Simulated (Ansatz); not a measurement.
Consider the cleavage of the Si–Sn bond: `C[CH2][SnH2][SiH3]` + `NC(O)O` → `OC(O)N[SiH3]` + `C[CH2][SnH3]`.

Program: Ansatz. Geometries: PBE0-D4/def2-TZVP. ΔE: electronic, gas phase. CCSD(T)/CBS is the MP2 limit (def2-TZVPP, def2-QZVPP) plus CCSD(T) − MP2 in def2-TZVPP, frozen cores. DFT in def2-TZVPP. def2 core potentials past Kr. For Sn outer-core shells are correlated without core-valence functions, which leaves a few kJ/mol of doubt a bond. Each species was taken in one conformer, which may not be the lowest.

CCSD(T)/CBS gives -5.6 kJ/mol.

**Question.** Another level gave +0.5 kJ/mol. Which?
A. PBE0/def2-TZVPP
B. r2SCAN-D4/def2-TZVPP
C. MP2/def2-TZVPP
D. HF/def2-TZVPP

**Answer.** A. PBE0 0.5, HF/def2-TZVPP -24.7, r2SCAN-D4 -6.1, MP2/def2-TZVPP -12.1 kJ/mol.

Largest T1 diagnostic among the species: 0.012.

From PBE to PBE0 (25 % exact exchange), in def2-TZVPP and without D4, ΔE moves by −4.3 kJ/mol. In def2-TZVPP, CCSD(T) changes the Hartree–Fock value by +14.2 kJ/mol (the triples alone add +1.7 kJ/mol) and MP2 by +12.6 kJ/mol.
